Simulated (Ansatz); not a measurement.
The first iterations of a band of ClH3Sn + H2 (7 atoms, charge 0, multiplicity 1).

Computed with RKS PBE-D4/def2-mTZVP (Ansatz).

```json
{"movable images": "7", "climbing image": "yes", "spring": "5.0 eV/Å²", "optimiser": "quadratic models (default)", "start path": "through a guess of the saddle point", "force threshold": "0.03 eV/Å", "iteration limit": "60", "end points": "relaxed"}
```

Image 0:

```xyz
7
Properties=species:S:1:pos:R:3
Sn 0.418 0.000 -0.104
Cl 0.552 0.000 2.266
H 2.045 0.000 -0.656
H -0.432 1.433 -0.525
H -0.432 -1.433 -0.525
H -3.123 0.000 1.169
H -2.584 0.000 1.693
```

Image 8:

```xyz
7
Properties=species:S:1:pos:R:3
Sn -0.180 0.000 -0.631
Cl -1.368 0.000 3.828
H 1.503 0.000 -0.282
H -0.629 1.416 -1.495
H -0.629 -1.416 -1.495
H -1.038 0.000 0.877
H -1.215 0.000 2.516
```

| iteration | highest image above the first end (eV) | largest band force component (eV/Å) |
| --- | --- | --- |
| 1 | 2.636 | 3.964 |
| 2 | 2.235 | 4.240 |
| 3 | 2.050 | 1.384 |
| 4 | 1.839 | 1.189 |
| 5 | 1.892 | 1.075 |

Q: Does the band converge within its limit, and where does its top end?

A: The run converged. It ended after 16 iterations with the highest image 1.864 eV above the first end. A vibrational analysis at the climbing image gives 2 clearly imaginary modes (965i, 132i cm⁻¹): a point of higher order. A lower path may pass nearby, or the ends, which weren't checked, may share the extra mode. The orbitals stay closed-shell, which can raise the energy where a bond breaks towards radicals; this wasn't checked here.

Time of the run: 2.5 min on 1 thread of AMD EPYC 7R43 64-Core Processor (Zen 3), on a shared host, peak memory 0.15 GiB.
